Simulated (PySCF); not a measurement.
Sn(Cl)(Br)2(OH), HBr2ClOSn, SMILES [OH][Sn]([Cl])([Br])[Br] at its PBE0/def2-SVP optimised geometry (Å):

```
6

O     -1.4395    -2.1259     1.5831
Sn    -0.7805    -1.1725     0.0000
Cl     1.5505    -1.1725     0.0000
Br    -1.6328    -2.3946    -1.9483
Br    -1.5505     1.1725     0.0000
H     -1.1717    -1.6916     2.4042
```

Level of theory: PBE0/def2-TZVP, def2 effective core potentials past Kr (PySCF). The core electrons that the potentials of Sn replace are not part of the density.

Map of the deformation density (molecule minus spherical neutral atoms) (e/bohr³) on the plane z = 1.0 Å:

```
|:::::::::::::::::::::::::::::::|
|:::::::::::::::::::::::::::::::|
|:::::::::::::::::::::::::::::::|
|:::::::::::::::::::::::::::::::|
|::::::......:::::::::::::::::::|
|:::::.......:::::::::::::::::::|
|::::.........::::::::::::::::::|
|::::........:::::::::::::::::::|
|::::.....::::::::::::::::::::::|
|:::::::::::::::::::::::::::::::|
|::::::::----:::::::::::::::::::|
|::::::::----::::...::::::::::::|
|::::::::---::::.....:::::::::::|
|::::::::::::::......:::::::::::|
|:::::::::::::.......:::::::::::|
|::::....::::.......::::::::::::|
|:::.........    ..:::::::::::::|
|::........      ..::::::...::::|
|::.........     .:::--::...::::|
|::......:::..   .::---::....:::|
|::....::-++=:.  .::---::....:::|
|::...::-+#@%+:. ..::--::...::::|
|:::.:::-*%@@#-....::::::...::::|
|:::::::-==*%*-.....::::::::::::|
|:::::::::-=*=-.....::::::::::::|
|::::::::::---:......:::::::::::|
|::::::...:::::......:::::::::::|
|::::::...::::.......:::::::::::|
|:::::::...:::......::::::::::::|
|:::::::::::::....::::::::::::::|
|:::::::::::::::::::::::::::::::|
```
Scale: ten equal steps from -0.008 (start of ' ') to 0.031 (end of '@'), in the order ' .:-=+*#%@'; x runs from -4.00 to 4.00, y from -4.00 (bottom) to 4.00 (top).
